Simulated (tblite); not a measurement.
C4H6F2O3.
SMILES with atom numbers: `[F:1][CH:2]([F:3])[O:4][C@H:5]1[CH2:6][O:7][CH2:8][O:9]1` (hydrogens: H10 on C2; H11 on C5; H12, H13 on C6; H14, H15 on C8)

Computed with GFN2-xTB (tblite), gas phase: Langevin dynamics at 300 K from the optimised GFN2-xTB geometry, time step 0.5 fs, friction 0.01 fs⁻¹, 2000 steps.

Start geometry:
```
atom  x, y, z in Å
F1      3.200    0.180    0.604
C2      2.113    0.395   -0.154
F3      2.009    1.738   -0.273
O4      1.031   -0.125    0.470
C5      0.047   -0.701   -0.382
C6     -1.212   -0.951    0.480
O7     -2.200   -0.151   -0.131
C8     -1.510    0.826   -0.847
O9     -0.370    0.174   -1.372
H10     2.294   -0.016   -1.164
H11     0.465   -1.595   -0.863
H12    -1.003   -0.625    1.505
H13    -1.545   -1.988    0.465
H14    -2.126    1.187   -1.671
H15    -1.198    1.659   -0.193
```

The statistics below take the 31 frames saved every 25 fs from 250 to 1000 fs; their kinetic temperature (all 3N coordinates) averages 338 K.

Q: Give the mean, spread and extremes of the bond lengths.

A: 
```tsv
bond	start (Å)	mean (Å)	standard deviation (Å)	shortest (Å)	longest (Å)
F1–C2	1.343	1.347	0.028	1.280	1.414
C2–F3	1.352	1.354	0.020	1.322	1.395
C2–O4	1.354	1.358	0.027	1.281	1.415
O4–C5	1.423	1.424	0.033	1.365	1.490
C5–C6	1.546	1.550	0.039	1.451	1.657
C6–O7	1.410	1.422	0.039	1.337	1.525
O7–C8	1.394	1.403	0.033	1.313	1.465
C8–O9	1.414	1.415	0.029	1.359	1.471
C5–O9	1.385	1.384	0.031	1.330	1.448
C2–H10	1.105	1.114	0.025	1.070	1.171
C5–H11	1.097	1.107	0.040	1.041	1.182
C6–H12	1.096	1.102	0.045	1.027	1.197
C6–H13	1.089	1.094	0.034	1.022	1.177
C8–H14	1.090	1.101	0.032	1.026	1.156
C8–H15	1.104	1.106	0.024	1.048	1.141
```

Q: Give the same statistics for bond angles, one of each kind among heavy atoms.

A: 
```
   angle  start (°)  mean (°)  standard deviation (°)  smallest (°)  largest (°)
F1–C2–F3      105.7     106.2                     3.6          97.8        113.1
F1–C2–O4      109.0     108.2                     3.0         102.2        114.0
F3–C2–O4      111.2     111.9                     3.0         106.4        118.0
C2–O4–C5      115.6     116.8                     4.6         109.5        127.7
O4–C5–C6      107.1     106.9                     3.4         101.0        114.5
O4–C5–O9      112.3     112.5                     3.0         106.0        117.8
C6–C5–O9      104.7     104.8                     2.5          99.7        109.3
C5–C6–O7      103.8     103.5                     2.3          98.0        108.3
C6–O7–C8      105.8     105.8                     2.5         100.5        109.8
O7–C8–O9      105.5     106.0                     3.0         100.9        111.9
C5–O9–C8      105.6     105.9                     2.3         101.6        109.7
```

Q: How far does each atom move about its mean position (frames aligned on the start, all atoms weighted alike), and what rms force does it feel?

A: 
| atom | rms displacement (Å) | rms force (eV/Å) |
| --- | --- | --- |
| F1 | 0.45 | 1.00 |
| C2 | 0.08 | 1.51 |
| F3 | 0.47 | 0.74 |
| O4 | 0.13 | 1.55 |
| C5 | 0.10 | 1.86 |
| C6 | 0.08 | 2.24 |
| O7 | 0.17 | 1.71 |
| C8 | 0.12 | 1.84 |
| O9 | 0.13 | 1.43 |
| H10 | 0.41 | 0.84 |
| H11 | 0.15 | 1.21 |
| H12 | 0.25 | 1.40 |
| H13 | 0.21 | 1.12 |
| H14 | 0.19 | 1.19 |
| H15 | 0.24 | 0.93 |

The displacements run from 0.08 to 0.47 Å, the largest at F3.

Q: Follow the torsions F1–C2–O4–C5 and C2–O4–C5–C6 through every second one of these frames.

A: 
```csv
t (fs),F1–C2–O4–C5 (°),C2–O4–C5–C6 (°)
250,-123,175
300,-127,178
350,-133,178
400,-136,171
450,-139,172
500,-148,175
550,-152,-178
600,-158,-176
650,-155,171
700,-162,174
750,-179,179
800,177,168
850,-174,161
900,-167,159
950,-173,159
1000,-166,149
```

Largest departure from the start value over all these frames: F1–C2–O4–C5 39° (start -144°), C2–O4–C5–C6 43° (start -168°).

The run is classical and short, so these are rough statistics of one trajectory.

The cost below is that of the whole dynamics run. The run took 17 s of wall time on an Arm Neoverse N1 with one thread, on a shared host, and the process peaked at 0.18 GiB of memory.
